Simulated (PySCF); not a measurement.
Point-charge models of `C#CCS[SiH2]SC=C` against its computed dipole.

Coordinates (GFN2-xTB, Å) and charges (e) from the PBE0/pcSseg-1 density (PySCF):

```json
{"atom": "C1", "x": "2.701", "y": "1.476", "z": "-0.516", "Mulliken": "-0.3076", "IAO": "-0.2284", "Hirshfeld": "-0.1018", "ESP-fitted": "-0.4494"}
{"atom": "C2", "x": "2.619", "y": "0.409", "z": "0.023", "Mulliken": "+0.1565", "IAO": "-0.0352", "Hirshfeld": "-0.0481", "ESP-fitted": "+0.1038"}
{"atom": "C3", "x": "2.457", "y": "-0.893", "z": "0.608", "Mulliken": "-0.2949", "IAO": "-0.3403", "Hirshfeld": "-0.0519", "ESP-fitted": "-0.3379"}
{"atom": "S4", "x": "1.542", "y": "-2.037", "z": "-0.518", "Mulliken": "-0.2441", "IAO": "-0.1510", "Hirshfeld": "-0.0754", "ESP-fitted": "-0.1889"}
{"atom": "Si5", "x": "-0.291", "y": "-0.980", "z": "-0.791", "Mulliken": "+0.5308", "IAO": "+0.6079", "Hirshfeld": "+0.2826", "ESP-fitted": "+0.2421"}
{"atom": "S6", "x": "-0.889", "y": "-0.216", "z": "1.132", "Mulliken": "-0.2115", "IAO": "-0.1143", "Hirshfeld": "-0.0592", "ESP-fitted": "-0.2215"}
{"atom": "C7", "x": "-2.399", "y": "0.616", "z": "0.827", "Mulliken": "-0.2774", "IAO": "-0.2397", "Hirshfeld": "-0.0555", "ESP-fitted": "-0.0497"}
{"atom": "C8", "x": "-3.068", "y": "0.699", "z": "-0.308", "Mulliken": "-0.1843", "IAO": "-0.3455", "Hirshfeld": "-0.1160", "ESP-fitted": "-0.4896"}
{"atom": "H9", "x": "2.804", "y": "2.422", "z": "-0.957", "Mulliken": "+0.0500", "IAO": "+0.2046", "Hirshfeld": "+0.0960", "ESP-fitted": "+0.3168"}
{"atom": "H10", "x": "1.900", "y": "-0.837", "z": "1.544", "Mulliken": "+0.2098", "IAO": "+0.1825", "Hirshfeld": "+0.0504", "ESP-fitted": "+0.1926"}
{"atom": "H11", "x": "3.423", "y": "-1.370", "z": "0.775", "Mulliken": "+0.1973", "IAO": "+0.1929", "Hirshfeld": "+0.0668", "ESP-fitted": "+0.2497"}
{"atom": "H12", "x": "-0.105", "y": "0.144", "z": "-1.696", "Mulliken": "-0.0191", "IAO": "-0.1138", "Hirshfeld": "-0.0735", "ESP-fitted": "+0.0163"}
{"atom": "H13", "x": "-1.222", "y": "-1.991", "z": "-1.256", "Mulliken": "-0.0289", "IAO": "-0.1012", "Hirshfeld": "-0.0655", "ESP-fitted": "+0.0126"}
{"atom": "H14", "x": "-2.750", "y": "1.083", "z": "1.734", "Mulliken": "+0.1566", "IAO": "+0.1736", "Hirshfeld": "+0.0555", "ESP-fitted": "+0.1955"}
{"atom": "H15", "x": "-3.993", "y": "1.248", "z": "-0.352", "Mulliken": "+0.1278", "IAO": "+0.1644", "Hirshfeld": "+0.0529", "ESP-fitted": "+0.1955"}
{"atom": "H16", "x": "-2.736", "y": "0.236", "z": "-1.220", "Mulliken": "+0.1390", "IAO": "+0.1434", "Hirshfeld": "+0.0426", "ESP-fitted": "+0.2119"}
```

Q: Form Σ q r in debye for every column and set it beside the full dipole.

A: The full density gives (-0.59, 1.25, -0.29) D, 1.41 D in size; dipole vectors point from the negative to the positive end.

```
    scheme     μx     μy     μz  size (D)  share of the full size (%)  angle to the full dipole (°)
  Mulliken  -1.57  -1.50  -0.81      2.32                         164                           103
       IAO  -0.14  -0.05  -0.43      0.45                          32                            77
 Hirshfeld   0.07   0.03   0.14      0.16                          11                           103
ESP-fitted  -0.59   1.20  -0.24      1.36                          96                             2
```

Q: Which set comes closest?

A: Length of the difference vector: ESP-fitted 0.07 D, IAO 1.38 D, Hirshfeld 1.45 D, Mulliken 2.96 D. Closest: ESP-fitted. 

Q: What is left for the Hirshfeld atoms' own dipoles?

A: The Hirshfeld atoms' densities add up to the full density, so μ = Σ q r + Σ (atomic dipoles). The atomic dipoles sum to (-0.59, 1.25, -0.29) − (0.07, 0.03, 0.14) = (-0.66, 1.22, -0.43) D, 1.45 D in size.

Q: With the origin at the mean of the coordinates, (0.000, 0.001, -0.061) Å, which are the largest single terms, by size, of the ESP-fitted dipole along the direction of the full one?

A: C8 -4.58, H11 -3.37, C3 +3.17, H15 +2.66, S4 +2.14 D; all 16 atoms together +1.36 D. The single terms depend on the origin, their sum doesn't.

Q: Give the size of the full dipole in other units.

A: 1.41 D = 0.555 au = 0.294 e·Å = 4.70 × 10⁻³⁰ C·m.

One conformer (not necessarily the lowest) at the GFN2-xTB geometry, without solvent, vibrations or thermal averaging.

Conformer computed: `[CH:1]#[C:2][CH2:3][S:4][SiH2:5][S:6][CH:7]=[CH2:8]`: C2–C3–S4–Si5 -58°, C3–S4–Si5–S6 -43°, S4–Si5–S6–C7 -179°, Si5–S6–C7–C8 3°.
